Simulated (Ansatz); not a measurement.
One geometry of AlBrClH2N, SMILES `[NH2][Al]([Cl])[Br]`, several functionals.

```yaml
crystal:
  periodic: [false, false, false]
  atoms:
    - {symbol: N, position_ang: [-0.060198, 1.030306, -0.052287]}
    - {symbol: Al, position_ang: [0.078081, -0.708395, 0.049241]}
    - {symbol: Cl, position_ang: [1.403943, -1.566664, 1.407072]}
    - {symbol: Br, position_ang: [-1.168974, -2.010925, -1.279060]}
    - {symbol: H, position_ang: [0.466841, 1.676676, 0.511361]}
    - {symbol: H, position_ang: [-0.677492, 1.514902, -0.682427]}
basis:
  gaussian: {orbitals: def2-TZVPP}
hamiltonian: {xc: {name: wB97X-V}}
output: {orbitals: {seedname: orbitals}}
```

```sh
$ ansatz run in.yaml --threads 2 --pin off --events-out ev --progress --plain
```

Shortened log:

```
Functional definition: wB97X-V
1284 factors; their error is unknown
226 factors; integrals over basis functions are off by at most 4.0e-5 eV
mean field evaluation 1: about -90679.7782 eV, gradient 5.1e1 eV
mean field evaluation 2: about -90679.9138 eV, gradient 5.0e1 eV
mean field evaluation 4: about -90684.7358 eV, gradient 1.4e0 eV
mean field evaluation 8: about -90685.0511 eV, gradient 5.4e-2 eV
mean field -90685.05109670 eV, -3332.6141592683 hartree, gradient 5.7e-5 eV, S^2 0.000000; 0 other end points of the search recorded, 0 dependent functions left out
reference -90685.05109489 eV, -3332.6141592019 hartree; 37, 37 occupied and 154, 154 virtual orbitals, 1284 factors
Total energy: -90685.05109489 eV, -3332.6141592019 hartree
```

Run time 6.5 s (2 threads of a server CPU on a shared host); peak host memory 0.66 GiB.

With the line `hamiltonian: {xc: hse06, dispersion: d4}` (abridged; 3.7 s):

```
Functional definition: HSE06
mean field evaluation 16: about -90677.4995 eV, gradient 1.7e-4 eV
mean field -90677.49951917 eV, -3332.3366439128 hartree, gradient 6.2e-5 eV, S^2 0.000000
Total energy: -90677.62650888 eV, -3332.3413106985 hartree
```

With the line `hamiltonian: {xc: {name: wB97M-V}}` and forces (abridged; 10 s):

```
Functional definition: wB97M-V
mean field -90689.49021193 eV, -3332.7772937441 hartree, gradient 8.9e-5 eV, S^2 0.000000
Total energy: -90689.49025589 eV, -3332.7772953595 hartree
Atom 0 force    -0.002126    -0.001234    -0.002346 eV/Å
Atom 1 force    -0.026737    -0.010566    -0.027957 eV/Å
Atom 2 force     0.025368    -0.020351     0.025854 eV/Å
Atom 3 force     0.006543     0.007087     0.006954 eV/Å
Atom 4 force    -0.026506     0.008330    -0.027322 eV/Å
Atom 5 force     0.023458     0.016734     0.024818 eV/Å
Dipole moment:    -0.037088     0.472189    -0.027150 e Å
```

With the line `hamiltonian: {xc: {name: revPBE}, dispersion: d4}` (abridged; 1.7 s):

```
Functional definition: revPBE
mean field evaluation 16: about -90684.4667 eV, gradient 5.3e-5 eV
mean field -90684.46672325 eV, -3332.5926839402 hartree, gradient 5.3e-5 eV, S^2 0.000000
Total energy: -90684.83643525 eV, -3332.6062706057 hartree
```

With the line `hamiltonian: {xc: {name: B97M-V}}` (abridged; 6.5 s):

```
Functional definition: B97M-V
mean field evaluation 16: about -90677.2496 eV, gradient 6.3e-4 eV
mean field -90677.24957971 eV, -3332.3274588072 hartree, gradient 6.2e-5 eV, S^2 0.000000
Total energy: -90677.24963426 eV, -3332.3274608116 hartree
```

Changing it to `hamiltonian: {xc: lda}` (abridged; 1.1 s):

```
Functional definition: SPW92
mean field evaluation 16: about -90516.5951 eV, gradient 5.4e-5 eV
mean field -90516.59509702 eV, -3326.4235154638 hartree, gradient 5.4e-5 eV, S^2 0.000000
Total energy: -90516.59513301 eV, -3326.4235167864 hartree
```

HSE06 is the plane-wave form, built on full-range PBE exchange.
